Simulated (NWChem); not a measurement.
Isomers of Si2H5O2Cl, each optimised at B3LYP/6-31G* with NWChem, gas phase unless a solvent is named. Flexible species stand in one conformer each, which need not be the lowest. Pople sets run with spherical d functions. Relative energies count from the lowest isomer at each level and are electronic, without zero-point energy, on those geometries.

A: O[Si@@H](Cl)O[SiH3]
B: O[SiH](O)[SiH2]Cl
C: [Si@@H](O)([SiH2]O)Cl
D: O[SiH2]O[SiH2]Cl

| quantity | A | B | C | D |
|---|---|---|---|---|
| relative energy, PBE/def2-TZVP (kcal/mol) | 0.0 | 26.4 | 29.0 | 0.9 |
| relative energy, B3LYP/def2-TZVP (kcal/mol) | 0.0 | 32.9 | 35.4 | 1.1 |
| relative energy, M06-2X/def2-TZVP (kcal/mol) | 0.0 | 34.9 | 37.8 | 0.6 |
